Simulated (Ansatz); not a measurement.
A structure relaxed at PBE0-D4/def2-TZVP, charge 0, multiplicity 1:

Cartesian coordinates in Å:
```
O 1.624 -0.142 -0.106
B 0.407 0.442 -0.170
C -0.797 -0.296 0.511
Br -1.740 -1.021 -1.047
H 2.302 0.336 -0.589
H 0.250 1.482 -0.749
H -1.515 0.345 1.018
H -0.530 -1.147 1.134
```

**Question.** Give its formula and SMILES.

**Answer.** CH4BBrO, `OBCBr`.

**Question.** Summarise the bond lengths by kind.

**Answer.** 1 × B–O 1.351 Å; 1 × H–O 0.960 Å; 1 × B–C 1.568 Å; 1 × B–H 1.200 Å; 1 × Br–C 1.960 Å; 2 × C–H 1.088 Å.

Computed with Ansatz.
